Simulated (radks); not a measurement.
Task: The mean radii <r> (bohr) of the occupied orbitals of an atom or ion are listed with their occupations. Method: non-relativistic Kohn-Sham, PBE, spin-polarised, spherical densities, point nucleus; computed with a radial shooting solver on a logarithmic mesh with Libxc functionals.

orbital  occ.      <r>
1s up       1  0.02763
1s down     1  0.02763
2s up       1   0.1187
2s down     1   0.1187
2p up       3   0.1010
2p down     3   0.1010
3s up       1   0.3132
3s down     1   0.3132
3p up       3   0.3033
3p down     3   0.3033
3d up       5   0.2739
3d down     5   0.2739
4s up       1   0.7239
4s down     1   0.7236
4p up       3   0.7512
4p down     3   0.7504
4d up       5   0.8285
4d down     5   0.8247
5s up       1    1.701
5s down     1    1.697
5p up       3    1.869

Name the element and its charge. Open shells, if any, are filled with parallel spins first.

Result: Z = 55, caesium, charge +4: Cs4+ in [Kr] 4d10 5s2 5p3. The 1s radius gives Z: for a bare nucleus <r> = 1.5/Z, 0.02727 bohr for Z = 55, and screening makes it slightly larger (0.02763 here). The occupations add up to 51, and the charge is Z minus that.
